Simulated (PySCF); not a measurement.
AlB2FH3, BFH3Si, BF3H (calculated)

Computed with PySCF 2.14.0. Calculation on a computer-drawn molecule: the log of a Hartree-Fock and frozen-core CCSD(T) single point meant for a local Hartree-Fock minimum, with one planted fault or none, to be diagnosed. Offsets are logged minus clean, where the clean run is the same molecule without the fault. The reference is restricted for singlets and unrestricted otherwise, and also for a bond in bohr or an excited solution. Adding or removing an electron swaps singlet and doublet. The excited solution moves the top pair (singlet) or top alpha electron (doublet) to the lowest empty orbital. Highest occupied and lowest empty are orbital energies over both spins, largest force is the largest gradient component, triples share is (T) over the correlation energy, the T1 limit is 0.02 restricted and 0.045 unrestricted, electrons count all cores, a negative frequency is imaginary (commonest isotopes), and the dipole is about the centre of nuclear charge.

Common to all runs: meant multiplicity 1; logged SCF converged yes; logged spin squared 0; logged CC converged yes; logged SCF stable within its kind yes; possible faults no fault, one electron removed, one electron added, multiplicity raised by two, geometry at a saddle point, SCF held on an excited solution, minimal basis STO-3G, one bond length entered in bohr, all coordinates scaled.

(1) AlB2FH3

Logged structure:
```xyz
7
AlB2FH3
F     -3.0320    -0.2685     0.0000
B     -1.9075     0.2242     0.0000
B     -0.2818     0.7763     0.0000
Al     1.4693    -0.6292     0.0000
H     -0.2086     1.9674     0.0000
H      2.8574     0.0802     0.0000
H      1.1032    -2.1503     0.0000
```

| Quantity | Value |
| --- | --- |
| meant charge | 1 |
| meant basis | cc-pV(D+d)Z |
| logged electrons | 34 |
| logged basis functions | 80 |
| logged highest occupied | -15.77 eV |
| logged lowest empty | -6.0692 eV |
| logged largest force | 9.282e-06 hartree/bohr |
| logged lowest frequency | -131.42 cm⁻¹ |
| logged T1 diagnostic | 0.016549 |
| logged D1 diagnostic | 0.046305 |
| logged triples share | 0.023811 |
| logged dipole magnitude | 2.8618 debye |
| logged energy HF | -392.17768 hartree |
| logged energy CCSD(T) | -392.60916 hartree |
| planted fault | geometry at a saddle point |
| HF energy offset from clean run | 2.358 kcal/mol |
| CCSD(T) energy offset from clean run | 2.988 kcal/mol |

Drawn bonds:
| atom | other atom | order |
| --- | --- | --- |
| 1 | 2 | 1 |
| 2 | 3 | 1 |
| 3 | 4 | 1 |
| 3 | 5 | 1 |
| 4 | 6 | 1 |
| 4 | 7 | 1 |

(2) BFH3Si

Logged structure:
```xyz
6
BFH3Si
F      1.0931    -2.4259     1.4564
B      0.1060    -1.7072     1.3614
Si    -1.5944    -0.4692     1.1973
H     -1.7239     0.0197     2.5729
H     -2.6055    -1.4322     0.7521
H     -1.1418     0.5055     0.2007
```

| Item | Value |
| --- | --- |
| meant charge | 1 |
| meant basis | cc-pV(D+d)Z |
| logged electrons | 30 |
| logged basis functions | 66 |
| logged highest occupied | -19.444 eV |
| logged lowest empty | -4.328 eV |
| logged largest force | 2.203e-05 hartree/bohr |
| logged lowest frequency | 277.46 cm⁻¹ |
| logged T1 diagnostic | 0.017077 |
| logged D1 diagnostic | 0.042611 |
| logged triples share | 0.023306 |
| logged dipole magnitude | 0.47357 debye |
| logged energy HF | -414.54778 hartree |
| logged energy CCSD(T) | -414.93559 hartree |
| planted fault | no fault |
| HF energy offset from clean run | 0 kcal/mol |
| CCSD(T) energy offset from clean run | 0 kcal/mol |

Drawn bonds:
| atom | other atom | order |
| --- | --- | --- |
| 1 | 2 | 1 |
| 2 | 3 | 1 |
| 3 | 4 | 1 |
| 3 | 5 | 1 |
| 3 | 6 | 1 |

(3) BF3H

Logged structure:
```xyz
5
BF3H
F     -0.0380    -0.3794    -0.7454
B      1.3755    -0.3293    -0.8957
F      1.6847     0.7326    -1.7901
F      1.9409    -0.0151     0.3711
H      1.8122    -1.4036    -1.3191
```

| Property | Result |
| --- | --- |
| meant charge | -1 |
| meant basis | aug-cc-pVDZ |
| logged electrons | 34 |
| logged basis functions | 21 |
| logged highest occupied | -1.2852 eV |
| logged lowest empty | 27.1 eV |
| logged largest force | 0.019435 hartree/bohr |
| logged T1 diagnostic | 0.0075513 |
| logged D1 diagnostic | 0.022245 |
| logged triples share | 0.035847 |
| logged dipole magnitude | 0.81871 debye |
| logged energy HF | -319.0818 hartree |
| logged energy CCSD(T) | -319.17497 hartree |
| planted fault | ? |

Drawn bonds:
| atom | other atom | order |
| --- | --- | --- |
| 1 | 2 | 1 |
| 2 | 3 | 1 |
| 2 | 4 | 1 |
| 2 | 5 | 1 |

## Withheld values
1. Which fault was planted in the run of BF3H (entry 3)?

Calculated values
1. minimal basis STO-3G

Further results for BF3H (entry 3):

| Property | Result |
| --- | --- |
| HF energy offset from clean run | 2975 kcal/mol |
| CCSD(T) energy offset from clean run | 3389 kcal/mol |
